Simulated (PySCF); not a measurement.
Compound: C₉H₈ (charge +1 and doublet state).
Geometry (GFN2-xTB, Å), atoms numbered from 1 in this order:
```
atom  x, y, z in Å
C1    -0.561    3.300    0.241
C2    -0.480    2.109    0.405
C3    -0.411    0.681    0.581
C4     0.848    0.138    0.200
C5     1.921   -0.328   -0.156
C6     3.094   -0.860   -0.531
C7     4.153   -1.350   -0.873
C8    -1.632   -0.043   -0.103
C9    -1.665   -1.527    0.167
H10   -0.636    4.342    0.112
H11   -0.551    0.468    1.657
H12    5.072   -1.772   -1.170
H13   -1.535    0.148   -1.175
H14   -2.540    0.441    0.257
H15   -2.508   -1.963   -0.371
H16   -0.757   -2.021   -0.172
H17   -1.821   -1.749    1.222
```

The hyperfine couplings belong to this conformer and change with its torsions.

Identity: `C#C[C@H](C#C[C]=[CH+])CC` [radical] (charge +1).

Computed, not measured: UKS B3LYP, pcH-1 on C H, non-relativistic, mean-field spin-orbit, GIAO in PySCF 2.14.0. Isolated species at its GFN2-xTB geometry (one conformer only). A GFN2-xTB geometry isn't a minimum of the functional, and hyperfine couplings can be far from their values at a DFT geometry, by a factor of two or more for some ions and for spin on atoms past the first row. No stability test was run, so a lower SCF solution isn't excluded.

Task: Where do the isotropic ENDOR lines of H11, H12, H10, H13 and H15/H16/H17 fall at 347.3 mT, to first order?

Result: For S = 1/2 in fast tumbling each set of equivalent nuclei gives two lines, ν± = |νn ± a/2| to first order, with νn = g_N μN B/h and μN/h = 7.62259 MHz/T.

```tsv
nuclei	isotope	g_N	νn (MHz)	a_iso (MHz)	lower line (MHz)	upper line (MHz)
H11	1H	5.5857	14.79	158.36	64.39	93.97
H12	1H	5.5857	14.79	-27.91	0.83	28.74
H10	1H	5.5857	14.79	-12.86	8.36	21.22
H13	1H	5.5857	14.79	8.18	10.70	18.88
H15/H16/H17	1H	5.5857	14.79	7.02	11.28	18.30
```

Task: Which pairs are centred on the nuclear Larmor frequency, and which on half the coupling?

Result: Centred on νn, since |a| < 2νn: H12, H10, H13 and H15/H16/H17. Centred on |a|/2 and split by 2νn: H11.

Task: At what field would the lower line of H11 fall to zero frequency?

Result: Where νn = |a|/2, that is B = 79.18 MHz/(5.5857 × 7.62259 MHz/T) = 1860 mT, as far as first order holds there.

Nuclei that the bonding pattern makes equivalent are averaged, as if the motion that swaps them (rotation, inversion, ring flip) were fast. The three 1H nuclei of mean +7.0 MHz run from 0.5 to 18.4 MHz in the frozen geometry.

The SMILES draws the unpaired electron on C6; the largest computed Mulliken spin population is on C7 (0.34 against -0.01).
